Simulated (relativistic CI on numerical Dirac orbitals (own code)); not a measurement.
## Electric-dipole lines of As¹²⁺

Calculated at this level of theory: Dirac-Coulomb-Breit CI, orbitals from a KLI potential per configuration, QED by a radiative potential, unscaled Slater integrals (own radial code, finite nucleus).

Configurations in the expansion (outside the closed core [Ne]): 3s2.3p6.3d3, 3s2.3p5.3d4, 3s.3p6.3d4, 3s2.3p6.3d2.4s, 3s2.3p6.3d2.4p, 3s2.3p6.3d2.4d, 3s2.3p6.3d2.4f, 3s2.3p6.3d.4s.4p, 3s2.3p5.3d3.4s, 3s2.3p6.3d2.5s, 3p6.3d5, 3p5.3d6, 3s2.3p6.3d.4s2, 3s2.3p6.4s2.4p, 3s2.3p6.4s2.4d, 3s2.3p6.4s2.4f, 3s2.3p6.3d.4p2, 3s2.3p6.4s.4p2, 3s2.3p6.4p3, 3s2.3p6.4p2.4d, 3s2.3p6.4p2.4f, 3s2.3p6.3d.4s.4d, 3s2.3p6.4s.4p.4d, 3s2.3p6.4s.4d2, 3s2.3p6.4s.4d.4f. Double excitations out of closed p, d and f shells are left out; levels of such configurations are missing from the list, as are those of other unlisted configurations, and high levels can miss mixing partners. These lack a partner that the ground configuration has and come out too high: 3s2.3p5.3d3.4s.

```csv
λ vac (Å),Lower,Upper,A (s⁻¹),log gf,S velocity/length
97.517,3s2.3p6.3d3 2G_7/2 [7],3s2.3p5.3d4 2F°_5/2 [195],4.49e+11,0.58,0.58
97.797,3s2.3p6.3d3 2G_9/2 [9],3s2.3p5.3d4 2F°_7/2 [194],3.79e+11,0.64,0.58
100.14,3s2.3p6.3d3 4F_7/2 [3],3s2.3p5.3d4 4D°_5/2 [182],3.30e+11,0.47,0.58
100.29,3s2.3p6.3d3 4F_5/2 [2],3s2.3p5.3d4 4D°_3/2 [179],3.60e+11,0.34,0.58
100.34,3s2.3p6.3d3 2H_9/2 [12],3s2.3p5.3d4 2G°_7/2 [193],6.34e+11,0.88,0.58
100.55,3s2.3p6.3d3 4F_9/2 [4],3s2.3p5.3d4 4D°_7/2 [183],3.89e+11,0.67,0.58
100.56,3s2.3p6.3d3 2H_11/2 [13],3s2.3p5.3d4 2G°_9/2 [192],7.44e+11,1.05,0.58
100.79,3s2.3p6.3d3 4F_3/2 [1],3s2.3p5.3d4 4D°_1/2 [174],5.49e+11,0.22,0.58
103.04,3s2.3p6.3d3 2D_5/2 [18],3s2.3p5.3d4 2D°_5/2 [198],3.94e+11,0.58,0.58
105.69,3s2.3p6.3d3 2H_11/2 [13],3s2.3p5.3d4 2H°_11/2 [184],5.32e+11,1.03,0.61
106.54,3s2.3p6.3d3 2H_9/2 [12],3s2.3p5.3d4 2H°_9/2 [177],4.78e+11,0.91,0.61
107.98,3s2.3p6.3d3 2G_9/2 [9],3s2.3p5.3d4 2G°_9/2 [169],2.82e+11,0.69,0.61
108.01,3s2.3p6.3d3 2G_7/2 [7],3s2.3p5.3d4 2G°_7/2 [168],1.53e+11,0.33,0.62
110.49,3s2.3p6.3d3 4F_9/2 [4],3s2.3p5.3d4 4F°_9/2 [159],2.30e+11,0.62,0.63
110.70,3s2.3p6.3d3 4F_7/2 [3],3s2.3p5.3d4 4F°_7/2 [156],2.20e+11,0.51,0.63
111.21,3s2.3p6.3d3 4F_5/2 [2],3s2.3p5.3d4 4F°_5/2 [151],1.71e+11,0.28,0.63
118.56,3s2.3p6.3d3 4F_9/2 [4],3s2.3p5.3d4 4G°_11/2 [128],6.91e+10,0.24,0.70
121.19,3s2.3p6.3d3 4F_3/2 [1],3s2.3p5.3d4 4G°_5/2 [114],8.91e+10,0.07,0.70
121.51,3s2.3p6.3d3 4F_5/2 [2],3s2.3p5.3d4 4G°_7/2 [115],7.55e+10,0.13,0.70
122.90,3s2.3p6.3d3 4F_7/2 [3],3s2.3p5.3d4 4G°_9/2 [112],6.87e+10,0.19,0.70
```

Terms are leading LS components. Brackets give the number of a level in order of energy, since labels repeat. The list gives strong lines, with weight on those to low levels, among the lowest 200 of 1159 levels, so that lines to higher ones, which can be the strongest, are missing. Levels whose partners in the same complex of configurations lie outside the list can be far off, and so can their lines. Rates are taken at the computed energies, electric ones in the length gauge. A velocity-to-length ratio far from 1 marks an uncertain rate.

At this charge energies of transitions that change n are usually good to better than 1 %, and those within a shell (Δn = 0) to a few per cent. Terms inside the open d or f shell come out 10 to 20 % too wide with unscaled integrals.

LS names give the leading component of a level, which can be under half, so a name can repeat, a term be missing and a line seem to break the LS rules.
